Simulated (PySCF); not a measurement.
Can point charges reproduce the dipole moment of `F[C@H](C(F)(F)F)C1(F)C=C1`?

Coordinates (GFN2-xTB, Å) and charges (e) from the PBE0/pcSseg-1 density (PySCF):

```csv
atom,x,y,z,Mulliken,IAO,Hirshfeld,ESP-fitted
F1,-1.426,0.066,-1.232,-0.3107,-0.3033,-0.1019,-0.1681
C2,-0.760,-0.556,-0.208,+0.1575,+0.1094,+0.0301,-0.1366
C3,-1.198,0.111,1.105,+0.7872,+0.7975,+0.2496,+0.5141
F4,-2.507,-0.023,1.325,-0.2578,-0.2713,-0.0898,-0.1641
F5,-0.924,1.420,1.125,-0.2647,-0.2754,-0.0851,-0.1608
F6,-0.563,-0.436,2.147,-0.2613,-0.2788,-0.0877,-0.1865
C7,0.743,-0.457,-0.420,+0.1575,+0.2601,+0.0554,+0.3594
F8,1.323,-1.694,-0.182,-0.3115,-0.3294,-0.1332,-0.2679
C9,1.363,0.437,-1.426,-0.0098,-0.1313,-0.0311,-0.1714
C10,1.549,0.761,-0.174,-0.0246,-0.1350,-0.0374,-0.2245
H11,-1.078,-1.607,-0.188,+0.1470,+0.1791,+0.0559,+0.1836
H12,1.509,0.594,-2.466,+0.0952,+0.1889,+0.0892,+0.2049
H13,1.965,1.384,0.578,+0.0959,+0.1895,+0.0860,+0.2178
```

Task: What dipole does each set of charges give (1 e·Å = 4.803 D), and what does the density give?

Result: The full density gives (1.27, 0.72, -1.07) D, 1.81 D in size; dipole vectors point from the negative to the positive end.

```json
{"scheme": "Mulliken", "μx": "1.18", "μy": "0.53", "μz": "-0.86", "size (D)": "1.55", "share of the full size (%)": "86", "angle to the full dipole (°)": "5"}
{"scheme": "IAO", "μx": "1.53", "μy": "0.53", "μz": "-1.27", "size (D)": "2.06", "share of the full size (%)": "114", "angle to the full dipole (°)": "9"}
{"scheme": "Hirshfeld", "μx": "0.89", "μy": "0.79", "μz": "-0.66", "size (D)": "1.36", "share of the full size (%)": "75", "angle to the full dipole (°)": "12"}
{"scheme": "ESP-fitted", "μx": "1.26", "μy": "0.72", "μz": "-1.09", "size (D)": "1.82", "share of the full size (%)": "101", "angle to the full dipole (°)": "1"}
```

Task: Which set comes closest?

Result: Length of the difference vector: ESP-fitted 0.02 D, Mulliken 0.30 D, IAO 0.38 D, Hirshfeld 0.57 D. Closest: ESP-fitted. ESP charges are fitted to the potential around the molecule, whose slowest-falling term is the dipole's. 

Task: What is left for the Hirshfeld atoms' own dipoles?

Result: The Hirshfeld atoms' densities add up to the full density, so μ = Σ q r + Σ (atomic dipoles). The atomic dipoles sum to (1.27, 0.72, -1.07) − (0.89, 0.79, -0.66) = (0.38, -0.07, -0.41) D, 0.57 D in size.

Task: With the origin at the mean of the coordinates, (0.000, 0.000, -0.001) Å, which are the largest single terms, by size, of the ESP-fitted dipole along the direction of the full one?

Result: C3 -3.58, H12 +2.71, F4 +2.01, H13 +1.66, F6 +1.65 D; all 13 atoms together +1.82 D. The single terms depend on the origin, their sum doesn't.

Task: Give the size of the full dipole in other units.

Result: 1.81 D = 0.712 au = 0.377 e·Å = 6.04 × 10⁻³⁰ C·m.

One conformer (not necessarily the lowest) at the GFN2-xTB geometry, without solvent, vibrations or thermal averaging.

Conformer computed: `[F:1][C@H:2]([C:3]([F:4])([F:5])[F:6])[C:7]1([F:8])[CH:9]=[CH:10]1`: F1–C2–C3–F4 61°, F1–C2–C7–F8 -135°.
